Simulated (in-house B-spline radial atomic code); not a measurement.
Computed with a B-spline radial atomic code. Model: two electrons, singlet ground state, non-relativistic, full CI in B-splines with partial waves to l = 8 (at full coupling up to 3e-4 hartree above the limit, correlation up to 0.6 % small), density held at that of full coupling by Lieb maximisation.

W(λ) is the mean repulsion in the state of coupling λ less the Hartree energy of the fixed density. Its start is exact exchange, its initial slope is twice the second-order Görling-Levy correlation energy, and its area from 0 to 1 is E_xc. A straight curve means weak, dynamic correlation, and a curve that drops fast and flattens means strong correlation.

Command:
```bash
python run_ac.py task.json out
```
Settings (lengths in bohr, energies in hartree):
```
potential              yukawa
strength               2.74
lmax                   8
second                 0.809
```

Run time, properties included: 66 s on 1 thread of Intel(R) Xeon(R) Processor @ 2.30GHz, with other jobs on the host.

**W = mean repulsion less Hartree energy, and W of three functionals.**

Given: confinement screened point charge; nuclear charge 2.74; screening of the nucleus 0.809 1/bohr; external potential -Z exp(-k r)/r.

Computed: LDA exchange minus exact 182.24 millihartree; SCAN exchange minus exact -10.354 millihartree.

```tsv
coupling	W xc (hartree)	W xc minus exchange (millihartree)	kinetic minus Kohn-Sham (millihartree)	LDA (PW92) W minus its exchange (millihartree)	PBE W minus its exchange (millihartree)	SCAN W minus its exchange (millihartree)
0	-1.3449	0	0	0	0	0
0.02	-1.3469	-1.967	0	-12.48	-1.7	-1.82
0.05	-1.3498	-4.892	0.1	-25.75	-4.29	-4.48
0.12	-1.3565	-11.601	0.7	-49.74	-10.37	-10.52
0.25	-1.3685	-23.64	2.9	-83.75	-21.61	-21.2
0.4	-1.3818	-36.891	7.2	-114.85	-34.27	-32.8
0.6	-1.3985	-53.57	15.5	-148.9	-50.49	-47.28
0.8	?	?	?	?	?	?
1	-1.4288	-83.902	39.7	-202.58	-80.52	-73.46
1.4	-1.4556	-110.75	71.8	-244.89	-107.52	-96.65
2	?	?	?	?	?	?
3	-1.5376	-192.65	247.3	-359.79	-192.48	-168.9
4.5	-1.59	-245.11	441.9	-429.09	-249.8	-217.45
7	-1.6487	-303.83	773.9	-507.38	-318.28	-274.83
10	-1.6938	-348.9	1152.2	-570.25	-375.3	-321.22
```

(1) What belongs in the row 0.8?

(2) What belongs in the row 2?

(3) What is the PBE exchange minus exact?

**Energy parts, natural occupations and partial-wave weights.**

Computed: total energy -2.4770 hartree; exchange energy -1.3449 hartree; correlation energy -0.04423 hartree; kinetic part of the DFT correlation energy 0.039671 hartree; initial slope twice GL2 -0.098701 hartree; kinetic part over minus potential part 0.47283; Hartree energy 2.6898 hartree.

| natural | occupation of the shell (electrons) |
| --- | --- |
| s | 1.9894 |
| s | ? |
| p | 0.004471 |
| d | 0.00020641 |
| p | 0.00017361 |
| s | 0.00010855 |

(4) What belongs in the row s?

| wave | weight |
| --- | --- |
| s | 0.99753 |
| p | ? |
| d | 0.00011687 |
| f | 1.6451e-05 |
| g | 3.8074e-06 |

(5) What belongs in the row p?

(6) What is the Kohn-Sham kinetic?

(7) What is the Lieb Oxford ratio E_xc over LDA exchange?

## Answers

(1) W xc (hartree): -1.4141; W xc minus exchange (millihartree): -69.211; kinetic minus Kohn-Sham (millihartree): 26.5; LDA (PW92) W minus its exchange (millihartree): -177.58; PBE W minus its exchange (millihartree): -65.9; SCAN W minus its exchange (millihartree): -60.79.

(2) W xc (hartree): -1.4905; W xc minus exchange (millihartree): -145.62; kinetic minus Kohn-Sham (millihartree): 130.8; LDA (PW92) W minus its exchange (millihartree): -295.62; PBE W minus its exchange (millihartree): -143.18; SCAN W minus its exchange (millihartree): -127.04.

(3) 8.876 millihartree.

(4) occupation of the shell (electrons): 0.005573.

(5) weight: 0.0023314.

(6) 5.0737 hartree.

(7) 1.1948.

Half-way to full coupling W has made 54 % of its drop, against 50 % for a straight line, and second-order (GL2) theory, half the initial slope, overshoots the correlation energy by about 12 %: a moderate bend, as in light atoms. Over couplings 0 to 1 the errors in E_xc come to about +102 millihartree for LDA, +11 millihartree for PBE, -5.2 millihartree for SCAN, so SCAN is nearest. In LDA and SCAN the errors of exchange and correlation have opposite signs, so the sum is smaller than the larger of the two.
